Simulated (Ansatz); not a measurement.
`CC[CH2][SnH3]` + H₂S → `SC[CH2][SnH3]` + CH₄  (substitution at a C–C bond)

Calculated with Ansatz (gas phase, PBE0-D4/def2-TZVP geometries, no zero-point term in ΔE). CCSD(T)/CBS is the MP2 limit (def2-TZVPP, def2-QZVPP) plus CCSD(T) − MP2 in def2-TZVPP, frozen cores. This one scheme is used for every species. Functionals use def2-TZVPP. B3LYP here is the variant with VWN-RPA as its local correlation; programs differ in this. def2 core potentials past Kr. For Sn outer-core shells are correlated without core-valence functions, which leaves a few kJ/mol of doubt a bond. One conformer a species, not always the lowest.

`CC[CH2][SnH3]`:

Cartesian coordinates in Å:
```
C -1.255 1.246 -1.239
C -0.051 0.754 -0.451
C -0.297 -0.592 0.217
Sn 1.391 -1.313 1.332
H -1.058 2.213 -1.710
H -1.522 0.538 -2.028
H -2.127 1.361 -0.590
H 0.814 0.683 -1.120
H 0.216 1.500 0.305
H -0.549 -1.353 -0.528
H -1.146 -0.533 0.905
H 1.790 -0.196 2.565
H 2.741 -1.480 0.293
H 1.053 -2.829 2.048
```

H₂S:

Z-matrix (Å, degrees):
```
S
H 1 1.341
H 1 1.341 2 92.3
```

`SC[CH2][SnH3]`:

Z-matrix (Å, degrees):
```
C
C 1 1.514
S 1 1.823 2 108.9
H 1 1.092 2 111.0 3 -119.7
H 1 1.092 2 111.0 3 119.7
Sn 2 2.153 1 112.4 3 -180.0
H 2 1.093 1 110.8 3 -59.4
H 2 1.093 1 110.8 3 59.5
H 3 1.343 1 97.4 2 -180.0
H 6 1.709 2 109.3 1 59.8
H 6 1.709 2 109.3 1 -59.3
H 6 1.707 2 110.1 1 -179.8
```

CH₄:

```xyz
5

C     0.000    0.000    0.000
H    -0.105   -0.840   -0.686
H     0.837    0.623   -0.314
H     0.183   -0.374    1.007
H    -0.915    0.591   -0.007
```

```tsv
level	ΔE (kJ/mol)
PBE-D4	-1.8
r2SCAN-D4	-0.7
B3LYP	0.8
MP2/CBS(def2)	-1.6
```

Task: What does CCSD(T)/CBS give? (Estimate.)

Result: Ansatz gave: +1.9 kJ/mol. The listed levels differ from it by -3.7, -2.6, -1.1, -3.5 kJ/mol.

Largest T1 diagnostic among the species: 0.012.
